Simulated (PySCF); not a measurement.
In(NH2)3 (H₆InN₃), SMILES [NH2][In]([NH2])[NH2]. The structure is a stationary point at B3LYP-D3(BJ)/def2-SVP. The structure was generated by enumeration; whether it is a known compound was not checked. The def2 effective core potentials stand for the cores of In; spin–orbit coupling is left out. One conformer was computed; it need not be the lowest.

Computed equilibrium geometry at B3LYP-D3(BJ)/def2-SVP (PySCF confirms it by a frequency run) as a Z-matrix, and its point group (one conformer of several):
point group Cs.
```
In
N 1 2.0553
H 2 1.0193 1 115.49
H 2 1.0195 3 107.61 1 129.68
N 1 2.0553 2 120.81 3 -30.72
H 5 1.0193 1 115.49 2 30.72
H 5 1.0195 6 107.61 1 -129.68
N 1 2.0556 2 119.44 3 155.63
H 8 1.0195 1 114.88 2 24.13
H 8 1.0195 9 107.50 1 -129.23
```
Charge 0, spin multiplicity 1.
